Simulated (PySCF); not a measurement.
# A thermochemical cycle for SnTe

PBE in PySCF with def2-SVP on every atom (core potentials on Sn, Te), for the lowest determinant that a PBE0 search found; no spin–orbit coupling. SnTe, a singlet (closed shell), has De = 4.32 eV to neutral atoms, and SnTe⁺, a doublet (π ↑), has De = 3.17 eV to Sn⁺ + Te.

At the same level the Sn atom ionises at 7.26 eV.

What is the adiabatic ionisation energy of the molecule, and does ionisation strengthen or weaken the bond?

IE = IE(Sn) + De(neutral) − De(ion) = 7.26 + 4.32 − 3.17 = 8.41 eV. De changes by -1.15 eV, so ionisation weakens the bond.

Spin–orbit coupling is left out, which matters for elements this heavy, above all for dissociation energies. For an ion De counts to the pair picked by the measured ionisation energies or electron affinities, which need not be the lowest pair at this level. States were picked by a PBE0 search and need not be the measured ground states.
